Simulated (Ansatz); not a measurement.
Stretching the Zn1–H2 bond in HIZn (SMILES [ZnH][I]) (multiplicity 1 held, fragments rigid). Energies count from the point at 1.531 Å.
Geometry at that point (charge 0, multiplicity 1):
| atom | x (Å) | y (Å) | z (Å) |
|---|---|---|---|
| Zn | 0.0000 | 0.0000 | -1.5252 |
| H | 0.0000 | 0.0000 | -3.0559 |
| I | 0.0000 | 0.0000 | 0.9210 |

R- and RO- levels are restricted; in cc, def2 and unpolarised 6-31G sets they are followed outwards from rest. U- levels take the lowest unrestricted solution at each point, which mixes spins at long bonds. Active spaces are followed from a long bond inwards. Curves can end on different states.

Frozen-core correlation. Filled d and f shells under p-block atoms count as core.

The values were computed with Ansatz (Gaussian orbitals). Each number belongs to the level named beside it. In def2 rows elements past Kr take small-core potentials, without spin–orbit coupling.

Energies in kcal/mol.

```
R (Å)  U-HF/def2-SVP  R-SCS-MP2/def2-SVP  R-CCSDT/def2-SVP  FIC-MRCISD+Q on CASSCF(2,2)/def2-SVP
-----  -------------  ------------------  ----------------  ------------------------------------
1.225           28.9                24.1              24.4                                  24.7
1.378            6.8                 4.8               5.0                                   5.2
1.531            0.0                 0.0               0.0                                   0.0
1.684            1.7                 2.9               2.5                                   2.5
1.837            8.0                 9.9               9.0                                   8.9
2.067           21.8                23.8              21.6                                  21.5
2.296           36.2                38.8              34.7                                  34.6
2.679           49.0                61.8              53.0                                  52.9
3.062           54.0                79.9              64.8                                  64.7
3.521           56.1                94.5              71.8                                  71.7
4.133           56.9               102.7              74.8                                  74.8
4.898           57.1                98.8              75.5                                  75.5
```

Doubts at one or more of the structures used: a spin-contaminated determinant (U-HF/def2-SVP); a restricted determinant that unrestricted orbitals would lower (R-SCS-MP2/def2-SVP, R-CCSDT/def2-SVP); other coupled-cluster roots lie near (R-CCSDT/def2-SVP); T1 above 0.05 (R-CCSDT/def2-SVP).

Ansatz is a quantum-chemistry and plane-wave program.
